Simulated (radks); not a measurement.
Results of a calculation; reference values are marked as such.
Task: Species: Rb3+. Configuration: [Ar] 3d10 4s2 4p4. Code: a radial shooting solver on a logarithmic mesh with Libxc functionals. Model: scalar-relativistic Kohn-Sham, PBE, spin-polarised, spherical densities, point nucleus; open shells are filled with parallel spins first (spin-orbit coupling, left out, can overturn this in heavy ions). Some entries of the table are withheld. Estimate them.

| orbital | occ. | eigenvalue (hartree) | r(max) (bohr) |
|---|---|---|---|
| 1s up | 1 | -553.8234 | 0.02629 |
| 1s down | 1 | -553.8157 | 0.02629 |
| 2s up | 1 | -75.12318 | 0.1495 |
| 2s down | 1 | -75.11884 | 0.1496 |
| 2p up | 3 | -66.74830 | 0.1196 |
| 2p down | 3 | -66.74096 | 0.1196 |
| 3s up | 1 | -12.26029 | 0.4508 |
| 3s down | 1 | -12.25074 | 0.4509 |
| 3p up | 3 | -9.57310 | 0.4463 |
| 3p down | 3 | -9.56233 | 0.4464 |
| 3d up | 5 | -5.12884 | 0.3929 |
| 3d down | 5 | -5.11614 | 0.3929 |
| 4s up | 1 | -2.38997 | 1.239 |
| 4s down | 1 | -2.30554 | 1.233 |
| 4p up | 3 | -1.75387 | (1) |
| 4p down | 1 | -1.67011 | (2) |
| 4d up | 0 | -0.88808 | (3) |
| 4d down | 0 | -0.82447 | (4) |
| 5s up | 0 | -0.78873 | 3.022 |
| 5s down | 0 | -0.76100 | 3.054 |

Result: 
(1) 4p up r(max) (bohr): 1.372
(2) 4p down r(max) (bohr): 1.370
(3) 4d up r(max) (bohr): 1.810
(4) 4d down r(max) (bohr): 1.860
